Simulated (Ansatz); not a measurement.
Ansatz (a quantum-chemistry and plane-wave program) input (HSE06/def2-TZVPD):

Ansatz 0.2 input:
```yaml
crystal:
  periodic: [false, false, false]
  atoms:
    - {symbol: C, position_ang: [-1.26894801, -0.55645310, -0.50326195]}
    - {symbol: N, position_ang: [-0.17747597, 0.04042070, 0.26364178]}
    - {symbol: C, position_ang: [-0.45784725, 0.44024241, 1.62918783]}
    - {symbol: C, position_ang: [1.03380072, 0.21401524, -0.26604493]}
    - {symbol: O, position_ang: [1.45198684, -0.04756467, -1.35713872]}
    - {symbol: H, position_ang: [-2.10314267, 0.14490855, -0.58313701]}
    - {symbol: H, position_ang: [-0.90504978, -0.79998819, -1.49766394]}
    - {symbol: H, position_ang: [-1.62272812, -1.46657741, -0.01266813]}
    - {symbol: H, position_ang: [0.44352679, 0.86342584, 2.06553232]}
    - {symbol: H, position_ang: [-0.77415654, -0.42037297, 2.22505646]}
    - {symbol: H, position_ang: [-1.25404531, 1.18934936, 1.65521192]}
basis:
  gaussian:
    orbitals: def2-TZVPD
hamiltonian:
  xc: {name: HSE06}
magnetization: {spin_polarized: true, initial_magnetization: 1}
output: {forces: true}
```

End of the output:

```
the calculation of the forces begins
reference -6738.98895667 eV, -247.6532763068 hartree; 20, 19 occupied and 222, 223 virtual orbitals, 1191 factors
Total energy: -6738.98895667 eV, -247.6532763068 hartree
Atom 0 at    -1.268948    -0.556453    -0.503262 Å, force     0.230275     0.133287     0.182590 eV/Å
Atom 1 at    -0.177476     0.040421     0.263642 Å, force    -0.068339    -0.007148     0.037360 eV/Å
Atom 2 at    -0.457847     0.440242     1.629188 Å, force     0.037332    -0.088501    -0.281440 eV/Å
Atom 3 at     1.033801     0.214015    -0.266045 Å, force    -0.140929    -0.118886    -0.217151 eV/Å
Atom 4 at     1.451987    -0.047565    -1.357139 Å, force    -0.087101     0.076619     0.289789 eV/Å
Atom 5 at    -2.103143     0.144909    -0.583137 Å, force    -0.022827     0.029713    -0.002195 eV/Å
Atom 6 at    -0.905050    -0.799988    -1.497664 Å, force     0.031402    -0.009015    -0.051912 eV/Å
Atom 7 at    -1.622728    -1.466577    -0.012668 Å, force    -0.004513    -0.031719     0.019552 eV/Å
Atom 8 at     0.443527     0.863426     2.065532 Å, force     0.049278     0.019576     0.013800 eV/Å
Atom 9 at    -0.774157    -0.420373     2.225056 Å, force    -0.003808    -0.030410     0.014874 eV/Å
Atom 10 at    -1.254045     1.189349     1.655212 Å, force    -0.020769     0.026484    -0.005267 eV/Å
Dipole moment:    -0.678511    -0.031114     0.483510 e Å
```

It need not be the lowest isomer of its formula.
